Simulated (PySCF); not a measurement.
Cl₂MoO₂, charge -1, doublet (typed; the unrestricted solution is spin-contaminated), at a GFN2-xTB geometry (such geometries of metal compounds can be far from the true shape) (the multiplicity is a formal guess) (all electrons, no relativity), with bond 5-1 at 1.8 times its length; HF/3-21G (PySCF).

Here is a job for PySCF.
```python
from pyscf import gto, scf

mol = gto.Mole()
mol.atom = '''
    Mo    0.48465740   -0.09009807    0.15996992
    O     1.58129813   -0.62530869   -0.94327488
    O     0.84317706    0.17459744    1.74351668
    Cl   -0.78512742    1.69131697   -0.71922732
    Cl   -3.18346961   -2.18984174   -0.22261428
'''
mol.basis = '3-21g'
mol.charge = -1
mol.spin = 1
mol.verbose = 5
mol.build()

mf = scf.UHF(mol)
mf.kernel()
mo_i, mo_e, stable_i, stable_e = mf.stability(internal=True, external=True, return_status=True, nroots=6, tol=1e-6)
print('internally stable:', stable_i, ' externally stable:', stable_e)
if not stable_i:
    umf = mf.copy()
    umf.scf_summary = {}
    umf.kernel(umf.make_rdm1(mo_i, mf.mo_occ))
mf.analyze()
```

What the program printed (banner, timings and long lists left out):

```
PySCF version 2.14.0

[INPUT] verbose = 5
[INPUT] max_memory = 4000
[INPUT] num. atoms = 5
[INPUT] num. electrons = 93
[INPUT] charge = -1
[INPUT] spin (= nelec alpha-beta = 2S) = 1
[INPUT] symmetry False subgroup None
[INPUT] Mole.unit = angstrom
[INPUT] Symbol           X                Y                Z      unit          X                Y                Z       unit  Magmom
[...]
[INPUT] ---------------- BASIS SET ----------------
[INPUT] l, kappa, [nprim/nctr], expnt,             c_1 c_2 ...
[INPUT] Mo
[...]
                                1346.764          0.369454
                                295.6352          0.688434
[...]
                                86.59356          0.086011
                                27.63904          0.967433
[...]
                                19.49171          1.284185
                                4.27818           1.010866
[...]
                                1.435305          0.437079
                                0.543782          0.814846
[...]
                                0.073258          1.108413
[...]
                                86.59356          0.600769
                                27.63904          0.410386
[...]
                                19.49171          1.030346
                                4.27818           0.728348
[...]
                                1.435305          0.479147
                                0.543782          0.586487
[...]
                                0.073258          1.000313
[...]
                                17.37358          0.498532
                                5.230784          0.578178
[...]
                                0.754653          0.781034
[...]
[INPUT] O
[...]
                                48.4308           0.3515
                                10.4206           0.707658
[...]
                                1.5762            1.22156
[...]
                                1.5762            0.853955
[...]
[INPUT] Cl
[...]
                                207.857           0.380363
                                45.1554           0.67819
[...]
                                13.9765           0.0511338
                                3.8871            0.991337
[...]
                                0.526955          1.18252
[...]
                                13.9765           0.458682
                                3.8871            0.601962
[...]
                                0.526955          0.822321
[...]
[...]
SCF not converged.
<class 'pyscf.scf.uhf.UHF'> wavefunction is stable in the internal stability analysis
<class 'pyscf.scf.uhf.UHF'> wavefunction is stable in the real -> complex stability analysis
<class 'pyscf.scf.uhf.UHF'> wavefunction has an UHF/UKS -> GHF/GKS instability
internally stable: True  externally stable: False
Total Energy =                       -5020.140922401719763
[...]
spin_pop of  0 Mo 5dx2-y2    0.00401
spin_pop of  1 O 1s       -0.00001
spin_pop of  1 O 2s        0.00630
spin_pop of  1 O 3s       -0.00046
spin_pop of  1 O 2px       0.07364
spin_pop of  1 O 2py       0.37505
spin_pop of  1 O 2pz       0.09150
spin_pop of  1 O 3px      -0.00032
spin_pop of  1 O 3py      -0.00096
spin_pop of  1 O 3pz       0.00057
spin_pop of  2 O 1s       -0.00001
spin_pop of  2 O 2s        0.00602
spin_pop of  2 O 3s       -0.00046
spin_pop of  2 O 2px       0.10579
spin_pop of  2 O 2py       0.33469
spin_pop of  2 O 2pz       0.08153
spin_pop of  2 O 3px      -0.00035
spin_pop of  2 O 3py      -0.00062
spin_pop of  2 O 3pz       0.00024
spin_pop of  3 Cl 1s       -0.00000
spin_pop of  3 Cl 2s        0.00000
spin_pop of  3 Cl 3s       -0.00119
spin_pop of  3 Cl 4s       -0.00073
spin_pop of  3 Cl 2px      -0.00000
spin_pop of  3 Cl 2py      -0.00000
spin_pop of  3 Cl 2pz      -0.00000
spin_pop of  3 Cl 3px       0.01660
spin_pop of  3 Cl 3py       0.00756
spin_pop of  3 Cl 3pz      -0.00932
spin_pop of  3 Cl 4px      -0.00095
spin_pop of  3 Cl 4py      -0.00059
spin_pop of  3 Cl 4pz      -0.00031
spin_pop of  4 Cl 1s       -0.00000
spin_pop of  4 Cl 2s       -0.00000
spin_pop of  4 Cl 3s        0.00010
spin_pop of  4 Cl 4s       -0.00004
spin_pop of  4 Cl 2px       0.00000
spin_pop of  4 Cl 2py      -0.00000
spin_pop of  4 Cl 2pz      -0.00000
spin_pop of  4 Cl 3px       0.00964
spin_pop of  4 Cl 3py       0.00138
spin_pop of  4 Cl 3pz       0.00024
spin_pop of  4 Cl 4px      -0.00027
spin_pop of  4 Cl 4py      -0.00005
spin_pop of  4 Cl 4pz      -0.00004
 ** Mulliken Spin Density (per atom)  **
spin density of  0 Mo =     -0.09417
spin density of  1 O =      0.54531
spin density of  2 O =      0.52683
spin density of  3 Cl =      0.01107
spin density of  4 Cl =      0.01096
 ** Mulliken pop alpha/beta on meta-lowdin orthogonal AOs **
 ** Mulliken pop       alpha | beta **
In total            47.00000 | 46.00000
 ** Mulliken atomic charges   ( Nelec_alpha | Nelec_beta ) **
charge of  0Mo =      1.33573  (    20.28505     20.37922 )
charge of  1O =     -0.42039  (     4.48285      3.93754 )
charge of  2O =     -0.42450  (     4.47567      3.94884 )
charge of  3Cl =     -0.56530  (     8.78818      8.77711 )
charge of  4Cl =     -0.92554  (     8.96825      8.95729 )

WARN: System has nonzero charge -1; the dipole moment is origin-dependent.
Location of origin: [0. 0. 0.]

Dipole moment(X, Y, Z, Debye): 12.95460,  5.29800,  1.94951
```

The run did not converge; its last values are not results.
